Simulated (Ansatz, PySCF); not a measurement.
Process, species as SMILES: C1CC1 + 3 [H][H] (H2) -> 3 C (CH4)
Structures are relaxed separately at B3LYP-D3(BJ)/def2-TZVP in Ansatz (a first-principles code).

Property: energy of full hydrogenation (enthalpy at 298 K, with B3LYP-D3(BJ) rigid-rotor harmonic-oscillator terms from PySCF), in kcal/mol. Cores are frozen in the correlated levels unless marked. No spin-orbit coupling. No relativistic terms. CBS(X,Y): correlation extrapolated as X^-3; Hartree-Fock from the larger set. [CCSD(T)-MP2]/basis is that difference in the basis named.

From measured enthalpies of formation at 298 K: -66.3 kcal/mol (C1CC1 12.8, ATcT 1.112; [H][H] (H2) 0.0, ATcT 1.112; C (CH4) -17.8, ATcT 1.112). It holds spin-orbit effects, which the calculations lack, and core correlation, which the frozen-core levels lack.

```csv
level,program,energy of full hydrogenation (kcal/mol),error against measurement
HF/cc-pVTZ,Ansatz,-75.6,-9.3
TPSS-D4/def2-TZVPD,PySCF + dftd4,-61.1,5.2
r2SCAN/def2-TZVPD,Ansatz,-66.3,0.0
B2PLYP-D3(BJ)/def2-TZVPD,Ansatz + dftd3,-67.0,-0.7
MP2/6-31G*,Ansatz,-61.0,5.3
MP2/cc-pVDZ,Ansatz,-65.3,1.0
CCSD/STO-3G,Ansatz,-70.9,-4.6
CCSD/6-31G*,Ansatz,-63.4,2.9
CCSD/cc-pVTZ,Ansatz,-69.4,-3.1
"RI-MP2/CBS(aug-cc-pVTZ,aug-cc-pVQZ)+[CCSD(T)-MP2]/aug-cc-pVTZ",Ansatz,-66.4,-0.1
```
